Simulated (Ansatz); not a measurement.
Total energies of C₆H₁₁Cl (`ClC1CCCCC1`).

Cartesian coordinates in Å:
```
Cl -0.345 2.363 1.014
C 0.643 0.848 0.999
C -0.217 -0.333 1.412
C -1.245 -0.705 0.354
C -0.586 -0.936 -1.000
C 0.232 0.275 -1.429
C 1.262 0.648 -0.373
H 1.418 1.033 1.743
H 0.464 -1.179 1.572
H -0.696 -0.125 2.371
H -1.981 0.101 0.270
H -1.791 -1.598 0.671
H -1.343 -1.166 -1.754
H 0.071 -1.813 -0.938
H -0.435 1.127 -1.596
H 0.737 0.080 -2.379
H 1.994 -0.164 -0.274
H 1.817 1.543 -0.662
```

Total charge 0; spin multiplicity 1. The structure was optimised at the PBE0-D4/def2-TZVP level. Basis def2-TZVPP, Ansatz 0.2.0.

RPA on PBE orbitals: Hartree–Fock energy of these orbitals -693.15701 Eh, correlation -2.02669 Eh (frozen core).

```csv
functional,energy without D4 (Eh),D4 term (kJ/mol)
LDA (SPW92),-691.87730,–
PBE,-695.05760,-47.0
revPBE,-695.41311,-153.0
BLYP,-695.42627,-103.9
r2SCAN,-695.40261,-12.3
B97M-V,-695.47274,–
PBE0,-695.14113,-39.7
B3LYP,-695.59935,-74.8
r2SCANh,-695.39483,-12.9
r2SCAN0,-695.38454,-14.1
HSE06 (plane-wave form),-695.11851,-36.8
BHLYP,-695.42635,-52.8
CAM-B3LYP,-695.45321,-39.9
LC-ωPBE,-695.31359,–
ωB97X-V,-695.45551,–
ωB97M-V,-695.43268,–
B2PLYP,-695.22192,–
PBE-QIDH,-695.03120,–
```

B3LYP takes the VWN-RPA correlation (the form of Gaussian; ORCA's B3LYP/G). HSE06 is the plane-wave form, built on full-range PBE exchange. The double hybrids freeze the cores in their second-order part.

LC-ωPBE has ω = 0.4 bohr⁻¹.
